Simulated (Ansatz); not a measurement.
```yaml
crystal:
  periodic: [false, false, false]
  atoms:
    - {symbol: F, position_ang: [-0.602755, -1.051512, 1.673290]}
    - {symbol: C, position_ang: [0.106383, -1.138839, 0.528731]}
    - {symbol: I, position_ang: [2.106674, -0.222542, 0.926044]}
    - {symbol: C, position_ang: [-0.507601, -0.355630, -0.578412]}
    - {symbol: Ga, position_ang: [0.006201, 1.573439, -0.295630]}
    - {symbol: H, position_ang: [0.355324, -2.185215, 0.350798]}
    - {symbol: H, position_ang: [-0.084475, -0.690687, -1.527708]}
    - {symbol: H, position_ang: [-1.583846, -0.554434, -0.586095]}
    - {symbol: H, position_ang: [-0.511623, 2.306725, 0.987867]}
    - {symbol: H, position_ang: [0.715718, 2.318705, -1.478884]}
basis:
  gaussian: {orbitals: "6-311G**", final_grid: {core_spheres: 20, valence_spheres: 16, degree: 47}}
hamiltonian: {xc: {name: r2SCAN50}}
output: {forces: true}
```

```sh
$ ansatz run in.yaml --threads 2 --pin off --events-out ev --progress --plain --max-ram 22528MiB --backend cpu
```

**Question.** How does Ansatz answer? (An estimate is asked.)

**Answer.** Ansatz gave: The program refused the input.
```
Error: <dir> can't be read: No such file or directory (os error 2)
```
